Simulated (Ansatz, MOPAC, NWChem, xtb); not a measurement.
## SnH4 (SMILES [SnH4]): methods side by side

SnH4, singlet, SMILES `[SnH4]`. Each level relaxes the structure for itself.

Each level gives the zero-point energy at each level's own minimum (kJ/mol). The values are calculated.

```
                               level            kind  program  value (kJ/mol)
                                 AM1  semi-empirical    MOPAC            63.4
                                MNDO  semi-empirical    MOPAC            75.6
                                 PM3  semi-empirical    MOPAC            72.5
                            GFN2-xTB  semi-empirical      xtb            66.1
                           HF/STO-3G    Hartree–Fock   Ansatz            82.3
                            HF/3-21G    Hartree–Fock   Ansatz            70.7
       HF/def2-TZVP (core potential)    Hartree–Fock   Ansatz            71.8
PBE-D3(BJ)/def2-SVP (core potential)             GGA   NWChem            65.7
       PBE/def2-SVP (core potential)             GGA   Ansatz            65.4
     B3LYP/def2-SVP (core potential)   global hybrid   NWChem            67.6
```

All-electron rows without a relativistic Hamiltonian named are non-relativistic, while core potentials hold scalar relativity, so basis and relativity change together. Harmonic and unscaled. The values span 63.4 to 82.3 kJ/mol. Without the sets that lack polarisation functions the rows with a basis span only 65.4 to 71.8 kJ/mol.
